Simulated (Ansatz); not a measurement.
Consider the ligand exchange at a B–Br bond: `COB(Br)OC` + H–F → `COB(F)OC` + HBr.

Isolated molecules relaxed with PBE0-D4/def2-TZVP in Ansatz; ΔE leaves out vibrations. CCSD(T)/CBS adds triple-zeta CCSD(T) − MP2 to the extrapolated MP2 energy (def2 sets, frozen cores). This one scheme is used for every species. Functionals use def2-TZVPP. HSE06 is defined as in plane-wave codes. For Br outer-core shells are correlated without core-valence functions, which leaves a few kJ/mol of doubt a bond. Scalar relativity is left out up to krypton. One conformer a species, not always the lowest.

```json
{"level": "PBE0-D4", "ΔE (kcal/mol)": "-14.0", "difference from CCSD(T)/CBS": "-0.9"}
{"level": "r2SCANh-D4", "ΔE (kcal/mol)": "-15.6", "difference from CCSD(T)/CBS": "-2.5"}
{"level": "HSE06-D4", "ΔE (kcal/mol)": "-14.0", "difference from CCSD(T)/CBS": "-0.9"}
{"level": "B2PLYP", "ΔE (kcal/mol)": "-16.2", "difference from CCSD(T)/CBS": "-3.1"}
{"level": "PBE0", "ΔE (kcal/mol)": "-15.1", "difference from CCSD(T)/CBS": "-2.0"}
{"level": "r2SCANh", "ΔE (kcal/mol)": "-16.0", "difference from CCSD(T)/CBS": "-2.9"}
{"level": "HSE06", "ΔE (kcal/mol)": "-15.1", "difference from CCSD(T)/CBS": "-2.0"}
{"level": "RPA@PBE/def2-TZVPP", "ΔE (kcal/mol)": "-14.8", "difference from CCSD(T)/CBS": "-1.7"}
{"level": "MP2/def2-SVP", "ΔE (kcal/mol)": "-18.0", "difference from CCSD(T)/CBS": "-4.9"}
{"level": "SCS-MP2/def2-QZVPP", "ΔE (kcal/mol)": "-13.4", "difference from CCSD(T)/CBS": "-0.3"}
{"level": "CCSD(T)/CBS", "ΔE (kcal/mol)": "-13.1", "difference from CCSD(T)/CBS": "0"}
```

Largest T1 diagnostic among the species: 0.012.

Leaving LDA and LC-ωPBE aside and taking each functional with its dispersion term where it has one, the values, not all of them listed here, spread over 5.3 kcal/mol, from CAM-B3LYP-D4 to revPBE-D4. In def2-TZVPP, CCSD(T) changes the Hartree–Fock value by +6.4 kcal/mol (the triples alone add +1.1 kcal/mol) and MP2 by +8.9 kcal/mol. At CCSD(T), def2-SVP lies −6.6 kcal/mol from the extrapolated value and def2-TZVPP −1.4 kcal/mol.
